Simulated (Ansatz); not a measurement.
Compare A (`BC/C(C)=C\F`) with its isomer B (`C=CCB(C)F`).

Calculated with Ansatz (gas phase, PBE0-D4/def2-TZVP geometries, no zero-point term in ΔE). CCSD(T)/CBS is the MP2 limit (def2-TZVPP, def2-QZVPP) plus CCSD(T) − MP2 in def2-TZVPP, frozen cores. DFT in def2-TZVPP. B3LYP here is the variant with VWN-RPA as its local correlation; programs differ in this. Each species was taken in one conformer, which may not be the lowest.

(1) Which isomer does CCSD(T)/CBS put lower? Give the gap. (Best estimate.)

(2) Give E(B) − E(A) in kJ/mol with B2PLYP, B3LYP, PBE-D4, ωB97M-V, MP2/def2-TZVPP, CCSD/def2-TZVPP, HF/def2-TZVPP. (Best estimate.)

Largest T1 diagnostic: 0.012.

Results:

(1) The calculation gave: B, by 266.4 kJ/mol.

(2) The calculation gave: B2PLYP -268.5, B3LYP -269.6, PBE-D4 -246.7, ωB97M-V -261.3, MP2/def2-TZVPP -262.6, CCSD/def2-TZVPP -270.6, HF/def2-TZVPP -290.2. None reverses the order clearly.

From PBE to PBE0 (25 % exact exchange), in def2-TZVPP and without D4, E(B) − E(A) moves by −6.8 kJ/mol. In def2-TZVPP, CCSD(T) changes the Hartree–Fock value by +25.8 kJ/mol (the triples alone add +6.2 kJ/mol) and MP2 by +27.5 kJ/mol.
